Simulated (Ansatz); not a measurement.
# Reading a saddle point

A first-order saddle point of SiH3F3, closed shell, PBE0-D4/def2-TZVP, with one imaginary mode of 1033i cm⁻¹:

```xyz
7
angstrom
Si -0.3685 -0.1373 -0.1604
H 1.2888 -0.2799 -0.2025
F -0.3568 -1.3004 -1.2608
F -0.9876 -0.8662 1.0939
H -1.1507 0.8978 -0.8342
H 1.1777 0.4864 0.4155
F 0.3972 1.1997 0.9485
```

Computed with Ansatz 0.2.0 (basis: def2-TZVPP and def2-QZVPP); correlated methods freeze the cores. Extrapolation: Hartree–Fock as exp(−7.88 √X), correlation as X^−2.97.

(1) Which contacts change along the imaginary mode, and what lies on either side? (A judgement: the text doesn't fix the answer.)

(2) Which side is lower, and how far does the saddle lie above each? (Judge from chemistry; the value comes from the calculation.)

T1 diagnostic: at most 0.013. The end structure is not quite a true minimum (one mode of 31i cm⁻¹).

Results:

(1) The calculation gives: The step is SiH₂F₂ ([F][SiH2][F]) + HF → SiHF₃ ([F][SiH]([F])[F]) + H₂, with the molecules in contact on both sides. Shortening one way: Si1–F7, H2–H6; lengthening the same way: Si1–H2, H6–F7.
```csv
pair,one side (Å),saddle (Å),other side (Å)
Si1–F7,3.47,1.90,1.57
H2–H6,3.28,0.99,0.75
Si1–H2,1.47,1.66,3.47
H6–F7,0.93,1.18,3.14
```

(2) Computed: The side with Si1–F7, H2–H6 short is lower by 1.309 eV; the saddle lies 2.752 eV above it and 1.443 eV above the other (CCSD(T) at an estimated basis limit (MP2 extrapolated from triple and quadruple zeta, plus CCSD(T) − MP2 in triple zeta); electronic energies).

Labels in which every atom is bracketed show which atoms are joined, not bond orders.

For scale, one of the runs: CCSD(T)/def2-TZVPP, 177 basis functions, launched by `ansatz run in.yaml --threads 2 --pin off --events-out ev --progress --plain --max-ram 4352MiB`. The run took 61 s on 2 CPU threads of an Arm Neoverse V1 (shared host), with 1.7 GiB of host memory at its peak.
